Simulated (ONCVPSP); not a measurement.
Plane-wave convergence, ONCV potential for oxygen

oxygen, optimised norm-conserving Vanderbilt (ONCV), made with ONCVPSP 4.0.1 (PBE, scalar-relativistic). Core [He], reference 2s1.5 2p4.5. Waves: 2s: rc 0.60 bohr, ncon 4, nbas 8, qcut 13.7 1/bohr, 2 projectors, debl 2.4 Ha; 2p: rc 1.25 bohr, ncon 4, nbas 8, qcut 13.5 1/bohr, 2 projectors, debl 3.7 Ha; d scattering state at 0.12 Ha: rc 1.20 bohr, ncon 3, nbas 7, qcut 7.2 1/bohr, 2 projectors, debl 1.3 Ha. Local part: polynomial inside 0.45 bohr (lpopt 5, dvloc0 -1 Ha). Core correction: Teter function, fcfact 2.5, rcfact 1.1.

For each optimised wave give the share of its norm inside rc, the residual kinetic energy above qcut (Ha) and the cutoffs (Ha) for errors of 10, 1, 0.1 and 0.01 mHa per electron.

```
         wave  norm inside rc  residual KE  10 mHa  1 mHa  0.1 mHa  0.01 mHa
           2s           0.114      8.6e-04    27.8   90.0    439.1     535.6
s projector 2           0.044      4.3e-04    29.2   49.3    538.2     674.1
           2p           0.588      3.0e-09    35.4   48.3     59.2      68.2
p projector 2           0.102      2.8e-08    38.0   52.2     64.1      73.7
d projector 1           0.000      8.5e-08     0.3    0.7      3.2       9.6
d projector 2           0.046      6.1e-05     8.3   16.4     24.3      42.2
```

The occupied waves need 90 Ha and 439 Ha for 1 and 0.1 mHa. Rows with under 1 % of the norm inside rc give no meaningful cutoff. Note: ghosts flagged at negative energy: s at -417.1 eV; GHOST(+) flagged for d at 77.1 eV. A true bound ghost makes a file unfit for plane-wave use.
